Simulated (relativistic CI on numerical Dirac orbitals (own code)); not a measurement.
Sensitivity of the levels of Ir³⁸⁺ to α and to the nuclear radius

Calculated at this level of theory: Dirac-Coulomb-Breit CI, KLI orbitals optimised for each configuration, derivatives by finite differences, unscaled Slater integrals, QED left out (own radial code, finite nucleus).

CI space (outside the closed core [Ar] 3d10): 4s²4p⁶4d³, 4s²4p⁶4d²4f, 4s²4p⁵4d⁴, 4s²4p⁶4d4f², 4s4p⁶4d⁴, 4p⁶4d⁵, 4s²4p⁶4d²5s, 4s²4p⁶4d4f5s. Levels of other configurations are missing.

With x = (α/α₀)² − 1 an excitation energy changes as ω = ω₀ + qx; K = 2q/ω₀ is the relative enhancement. Terms are leading LS components, so labels can repeat. The field-shift factor is F = δν/δ⟨r²⟩ for the transition from the lowest level.

Lowest level 4s²4p⁶4d³ ⁴F3/2.

| Level | ω₀ (cm⁻¹) | q (cm⁻¹) | K | F (GHz/fm²) |
| --- | --- | --- | --- | --- |
| 4s²4p⁶4d³ ⁴F5/2 | 154481 | 183700 | 2.38 | 5.94 |
| 4s²4p⁶4d³ ⁴P3/2 | 175111 | 179200 | 2.05 | 5.48 |
| 4s²4p⁶4d³ ²G7/2 | 190499 | 188600 | 1.98 | 6.11 |
| 4s²4p⁶4d³ ⁴P1/2 | 192756 | 181800 | 1.89 | 5.25 |
| 4s²4p⁶4d³ ²H9/2 | 194352 | 182000 | 1.87 | 6.38 |
| 4s²4p⁶4d³ ⁴P5/2 | 265791 | 199300 | 1.5 | 6.06 |
| 4s²4p⁶4d³ ⁴F7/2 | 340987 | 363000 | 2.13 | 11.7 |
| 4s²4p⁶4d³ ⁴F9/2 | 357883 | 368500 | 2.06 | 12.3 |
| 4s²4p⁶4d³ ⁴P3/2 | 369574 | 366900 | 1.99 | 11 |
| 4s²4p⁶4d³ ²P1/2 | 380073 | 367900 | 1.94 | 11.3 |
| 4s²4p⁶4d³ ²D5/2 | 387309 | 356000 | 1.84 | 10.2 |
| 4s²4p⁶4d³ ²H11/2 | 393706 | 366300 | 1.86 | 12.8 |
| 4s²4p⁶4d³ ²D5/2 | 413752 | 373800 | 1.81 | 11 |

At this charge energies of transitions that change n are usually good to better than 1 %, and those within a shell (Δn = 0) to a few per cent. Terms inside the open d or f shell come out 10 to 20 % too wide with unscaled integrals.
